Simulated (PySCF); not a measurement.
Löwdin shares of the frontier orbitals

C₆H₆O₃.
Geometry (PBE0-D3(BJ)/def2-SVP, Å), atoms numbered from 1 in this order:
```
atom  x, y, z in Å
C1    -2.5317   -0.1841   -0.5283
O2    -1.4682    0.7267   -0.5359
C3    -0.2619    0.2773   -0.1401
C4     0.8053    1.2359   -0.1462
C5     2.0511    0.8754    0.2407
C6     2.3507   -0.4814    0.6721
O7     3.4124   -0.9018    1.0381
O8     1.2703   -1.3450    0.6387
C9     0.0321   -0.9885    0.2587
H10   -2.3459   -1.0306   -1.2141
H11   -3.4215    0.3613   -0.8655
H12   -2.7161   -0.5828    0.4858
H13    0.5740    2.2534   -0.4712
H14    2.8865    1.5760    0.2487
H15   -0.6731   -1.8173    0.3117
```

The calculation used TDDFT B3LYP/def2-SVPD, vertical, gas phase, core orbitals frozen in the response in PySCF 2.14.0, density-fitted response routines.

Kohn–Sham orbitals with the atoms that hold most of them (Löwdin shares over 4%, at most four atoms; ? is withheld):

| orbital | ε (eV) | atoms |
| --- | --- | --- |
| LUMO+2 | 0.10 | C1 26%, H10 11%, H12 11%, C9 10% |
| LUMO+1 | -0.02 | C6 20%, C3 18%, O7 16%, C9 13% |
| LUMO | -2.05 | ? |
| HOMO | -6.45 | ? |
| HOMO-1 | -7.82 | O7 69%, C6 11%, O8 8%, C5 6% |
| HOMO-2 | -8.57 | C4 24%, O2 23%, C5 20%, O7 7% |
| HOMO-3 | -9.67 | O2 26%, O8 20%, C9 9%, C3 9% |

Question: Which atoms hold the LUMO, and with what shares?

Answer: C4 (bonded to 2 C and H) 25%; C5 (bonded to 2 C and H) 20%; C9 (bonded to C, O and H) 13%; O8 (bonded to 2 C) 10%. By element: carbon 58% or more, oxygen 10% or more.

Question: Give the leading atoms of the HOMO.

Answer: C9 (bonded to C, O and H) 22%; C3 (bonded to 2 C and O) 16%; O7 (bonded to C) 15%; O2 (bonded to 2 C) 14%. By element: carbon 38% or more, oxygen 29% or more.

Question: The HOMO–LUMO gap is 4.40 eV. Where does the response calculation put the lowest singlet, and from which orbitals?

Answer: S1 is at 4.03 eV (f = 0.089), 0.37 eV below the gap, made of HOMO→LUMO (97%). 

Question: Give energy, strength and leading configuration of S1 and S2, and follow the Löwdin shares of the leading atoms from the occupied to the empty orbital.

Answer: 
- S1 (4.03 eV, f 0.089), HOMO→LUMO (97%): C9 22% → 13%, C3 16% → at most 11%, C4 at most 15% → 25%, C5 at most 15% → 20%
- S2 (4.54 eV, f 0.0000), HOMO-1→LUMO (98%): O7 69% → at most 11%, C6 11% → at most 11%, C4 at most 7% → 25%, C5 6% → 20%

Löwdin shares depend on the basis, the more so with diffuse functions.

Hardware: Intel Xeon at 2.50 GHz, one thread, shared host with 64 logical CPUs at a one-minute load of 61. Cost: 2.3 min wall (grids of density and orbitals included), 1.1 GiB resident at most.

One conformer stands for the species.
